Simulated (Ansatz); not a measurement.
Start from `O[SiH]1[NH][AlH]1` and change one element to get `O[SiH]1BN1`.

Ansatz, PBE0-D4/def2-TZVP geometries, multiplicity 1. Each molecule was computed in one conformer, which needn't be the lowest.

```tsv
property	`O[SiH]1[NH][AlH]1`
HOMO energy (PBE0/def2-TZVPP) / eV	-6.26
ideal-gas entropy at 298 K and 1 bar (rigid rotor, harmonic PBE0-D4/def2-TZVP) / J/(mol·K)	316
HOMO–LUMO gap (ωB97M-V/def2-TZVPP) / eV	8.86
HOMO–LUMO gap (PBE0/def2-TZVPP) / eV	5.24
LUMO energy (PBE/def2-TZVPP) / eV	-1.78
HOMO–LUMO gap (B3LYP/def2-TZVPP) / eV	4.89
```

(1) What does the change do to each property? (An estimate is asked.)

Results:

(1) Computed: 
```json
{"property": "HOMO energy (PBE0/def2-TZVPP) / eV", "`O[SiH]1BN1`": "-6.94", "shift": "-0.68"}
{"property": "ideal-gas entropy at 298 K and 1 bar (rigid rotor, harmonic PBE0-D4/def2-TZVP) / J/(mol·K)", "`O[SiH]1BN1`": "296", "shift": "-20"}
{"property": "HOMO–LUMO gap (ωB97M-V/def2-TZVPP) / eV", "`O[SiH]1BN1`": "10.62", "shift": "1.76"}
{"property": "HOMO–LUMO gap (PBE0/def2-TZVPP) / eV", "`O[SiH]1BN1`": "6.60", "shift": "1.36"}
{"property": "LUMO energy (PBE/def2-TZVPP) / eV", "`O[SiH]1BN1`": "-1.32", "shift": "0.46"}
{"property": "HOMO–LUMO gap (B3LYP/def2-TZVPP) / eV", "`O[SiH]1BN1`": "6.20", "shift": "1.31"}
```

With PBE0 the HOMO falls by 0.68 eV and the LUMO rises by 0.68 eV, so the gap widens by about 1.36 eV. PBE moves the HOMO by -0.54 eV and ωB97M-V by -0.84 eV.

B3LYP here is the variant with VWN-RPA as its local correlation; programs differ in this.
